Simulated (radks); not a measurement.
The numbers below are computed, except where a source is named.
Spherical quantum dot in the effective-mass picture: electrons in a parabolic well V = omega^2 r^2 / 2 with omega = 0.877, all in effective atomic units (hartree* = m*/eps^2 hartree, bohr* = eps/m* bohr), one dielectric constant everywhere. Level of theory: non-relativistic Kohn-Sham, PBE, spin-polarised, spherical densities (a radial shooting solver with Libxc functionals). Levels are named by radial order and angular momentum (1s, 1p, 1d, 2s, ...), and open shells are averaged over m. Results are scaled to m* = 0.028 and eps = 13.7, for which hartree* = 4.059 meV and bohr* = 25.89 nm.

N = 8, configuration 1s2 1p6. This is the lowest configuration that the search found. Occupied and some empty levels:

| level | occupation | eigenvalue (meV) | <r> (nm) |
|---|---|---|---|
| 1s | 2 | 20.709 | 40.28 |
| 1p | 6 | 22.873 | 50.38 |
| 1d | 0 | 25.322 | 57.92 |
| 2s | 0 | 25.861 | 51.46 |
| 1f | 0 | 27.983 | 64.27 |

Energy (meV): total 119.471, kinetic 21.919, external 47.411, Hartree 63.023, exchange-correlation -12.882.

Electron density:

| r (nm) | n(r) (e/nm^3) |
|---|---|
| 7.09 | 7.250e-06 |
| 14.7 | 8.431e-06 |
| 22.3 | 9.651e-06 |
| 29.9 | 0.00001013 |
| 37.5 | 9.425e-06 |
| 45.1 | 7.627e-06 |
| 52.7 | 5.294e-06 |
| 60.3 | 3.100e-06 |
| 67.9 | 1.521e-06 |
| 75.6 | 6.285e-07 |
| 83.1 | 2.206e-07 |
| 90.8 | 6.503e-08 |
| 98.4 | 1.609e-08 |
